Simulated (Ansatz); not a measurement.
Cost and result for the atomization energy of FH3O2Si2, SMILES `O[Si]1(F)O[SiH2]1` (8 atoms, 8 bonds).

Charge 0, multiplicity 1. All single points use the PBE0-D4/def2-TZVP geometry. It is one conformer, not always the lowest. Program: Ansatz. All runs use 2 threads of an Arm Neoverse V1 on a shared host. Times are those of one run each, without the atoms' runs, and a repeat can differ threefold. Electronic energies, without spin–orbit coupling; frozen cores. CCSD(T)/CBS adds CCSD(T) − MP2 in def2-TZVPP to the MP2 limit, and its time is that of the two runs behind it. T1 = 0.014. B3LYP takes the VWN-RPA correlation (the form of Gaussian; ORCA's B3LYP/G). HSE06 is the plane-wave form, built on full-range PBE exchange.

CCSD(T)/CBS is a level of theory with its own doubt, some kJ/mol a heavy atom from the limit and from the frozen cores, so smaller differences don't rank the functionals.

```csv
level,functions,wall time
BLYP-D4/def2-TZVPP,219,3.1 s
PBE-D4/def2-TZVPP (with forces),219,3.5 s
BHLYP-D4/def2-TZVPP,219,4.4 s
HSE06-D4/def2-TZVPP,219,4.6 s
CCSD(T)/def2-SVP,93,4.9 s
B3LYP-D4/def2-TZVPP (with forces),219,6.5 s
B2PLYP/def2-TZVPP,219,7.5 s
ωB97X-V/def2-TZVPP,219,12 s
B97M-V/def2-TZVPP,219,12 s
ωB97M-V/def2-TZVPP (with forces),219,17 s
MP2/def2-QZVPP,401,24 s
CCSD(T)/def2-TZVPP,219,2.4 min
CCSD(T)/CBS(def2),–,2.8 min
```

(1) What atomization energy does each give, and how far from CCSD(T)/CBS? (Best estimate.)

Answers

(1) Computed: 
```json
{"level": "BLYP-D4/def2-TZVPP", "atomization (kcal/mol)": "733.1", "difference from CCSD(T)/CBS": "-8.8", "per bond": "-1.1"}
{"level": "PBE-D4/def2-TZVPP (with forces)", "atomization (kcal/mol)": "744.9", "difference from CCSD(T)/CBS": "3.0", "per bond": "0.4"}
{"level": "BHLYP-D4/def2-TZVPP", "atomization (kcal/mol)": "702.4", "difference from CCSD(T)/CBS": "-39.5", "per bond": "-4.9"}
{"level": "HSE06-D4/def2-TZVPP", "atomization (kcal/mol)": "725.9", "difference from CCSD(T)/CBS": "-16.0", "per bond": "-2.0"}
{"level": "CCSD(T)/def2-SVP", "atomization (kcal/mol)": "662.7", "difference from CCSD(T)/CBS": "-79.2", "per bond": "-9.9"}
{"level": "B3LYP-D4/def2-TZVPP (with forces)", "atomization (kcal/mol)": "729.7", "difference from CCSD(T)/CBS": "-12.2", "per bond": "-1.5"}
{"level": "B2PLYP/def2-TZVPP", "atomization (kcal/mol)": "726.8", "difference from CCSD(T)/CBS": "-15.1", "per bond": "-1.9"}
{"level": "ωB97X-V/def2-TZVPP", "atomization (kcal/mol)": "740.4", "difference from CCSD(T)/CBS": "-1.5", "per bond": "-0.2"}
{"level": "B97M-V/def2-TZVPP", "atomization (kcal/mol)": "739.5", "difference from CCSD(T)/CBS": "-2.4", "per bond": "-0.3"}
{"level": "ωB97M-V/def2-TZVPP (with forces)", "atomization (kcal/mol)": "738.7", "difference from CCSD(T)/CBS": "-3.2", "per bond": "-0.4"}
{"level": "MP2/def2-QZVPP", "atomization (kcal/mol)": "757.1", "difference from CCSD(T)/CBS": "15.2", "per bond": "1.9"}
{"level": "CCSD(T)/def2-TZVPP", "atomization (kcal/mol)": "715.3", "difference from CCSD(T)/CBS": "-26.6", "per bond": "-3.3"}
{"level": "CCSD(T)/CBS(def2)", "atomization (kcal/mol)": "741.9", "difference from CCSD(T)/CBS": "0.0", "per bond": "0.0"}
```

From r2SCAN to r2SCAN0 (25 % exact exchange), in def2-TZVPP and without D4, the atomization energy moves by −20.0 kcal/mol: exact exchange takes away binding that semilocal exchange gives to molecules. In def2-TZVPP, CCSD(T) changes the Hartree–Fock value by +198.8 kcal/mol (the triples alone add +13.3 kcal/mol) and MP2 by +224.3 kcal/mol; breaking electron pairs costs correlation energy, which Hartree–Fock lacks. At CCSD(T), def2-SVP lies −79.2 kcal/mol from the extrapolated value and def2-TZVPP −26.5 kcal/mol: correlation converges slowly with the basis, and small sets miss more of it in the bonded molecule than in its fragments.
